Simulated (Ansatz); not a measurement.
`CB[SiH2]OC`, charge 0, multiplicity 1.

Q: Give a relaxed structure at PBE0-D4/def2-TZVP (Ansatz 0.2.0). (Estimate.)

A: Ansatz gave: 
Z-matrix (Å, degrees):
```
C
B 1 1.552
H 1 1.091 2 115.9
H 1 1.105 2 103.7 3 -116.3
H 1 1.093 2 114.3 3 129.8
Si 2 2.015 1 125.2 3 19.8
H 2 1.203 1 118.4 3 -162.5
O 6 1.655 2 115.2 1 -1.9
H 6 1.489 2 109.5 1 -120.4
H 6 1.499 2 109.2 1 121.4
C 8 1.405 6 121.5 2 70.0
H 11 1.092 8 108.5 6 -178.3
H 11 1.098 8 112.0 6 -59.0
H 11 1.097 8 111.5 6 62.5
```
This is one stationary point; other conformers may exist.
